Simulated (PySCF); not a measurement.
A spin–spin coupling run with PySCF 2.14.0 with density-fitted response routines (density fitting, non-relativistic, gas phase) on SMILES C/C=N/[SiH2]N, C2H8N2Si:

```
$ OMP_NUM_THREADS=1 python probes_run.py task.json out

{"job": {"kind": "j", "xc": "B3LYP", "basis": "6-31G*"}, "charge": 0, "multiplicity": 1}
C      2.502453     0.090375    -0.045361
C      1.093421    -0.372179     0.136313
N      0.107429     0.133773    -0.474636
Si    -1.552158    -0.414453    -0.275216
N     -2.657926     0.823945     0.190343
H      3.130784    -0.739855    -0.409721
H      2.930590     0.406103     0.920555
H      2.541539     0.923025    -0.760009
H      0.975750    -1.212831     0.862896
H     -1.983039    -0.929943    -1.605537
H     -1.610229    -1.485043     0.776615
H     -2.621566     1.183871     1.137922
H     -2.850945     1.575659    -0.463147
```

Hardware: 1 thread of an Arm Neoverse V2, shared host. The job also computes field gradients.

(1) How large is the calculation?

(2) How long does it take, and how much memory does it need?

## Answers

(1) 48 electrons, 90 basis functions and 608 auxiliary functions.

(2) 11 s of wall time, with 14 SCF cycles; peak memory 0.58 GiB. Times on a shared host scatter by some tens of per cent.
